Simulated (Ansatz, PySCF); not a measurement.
C₄H₄F₂, SMILES FC(=C)/C=C\F.

Coordinates come from a B3LYP-D3(BJ)/def2-SVP optimisation. The structure was generated by enumeration; whether it is a known compound was not checked. Other conformers were not sampled.

Vertical ionisation energy (IE) and electron affinity (EA) in eV. Rows of orbital energies are one-electron estimates. Where ΔSCF, EOM or ADC give a negative EA the extra electron is unbound and the value depends on the basis.

| level | IE | EA |
|---|---|---|
| −ε(HOMO), −ε(LUMO), PBE0/def2-TZVP (PySCF) | 6.90 | 1.09 |
| −ε(HOMO), −ε(LUMO), PBE/def2-TZVP (PySCF) | 5.81 | 1.98 |
| ΔSCF, PBE0/def2-SVPD (Ansatz), final states of multiplicity 2 and 2 | 9.05 | -0.75 |
| ΔSCF, PBE/def2-SVPD (Ansatz), final states of multiplicity 2 and 2 | 8.94 | -0.78 |

### Question
What vertical singlet–triplet gap does ΔSCF give with PBE0/def2-SVPD (Ansatz, an electronic-structure program) and with PBE/def2-SVPD (Ansatz)? (An estimate is asked for; the answer gives what the named calculation found.)

### Answer
3.15 and 3.14 eV (triplet above singlet where positive).
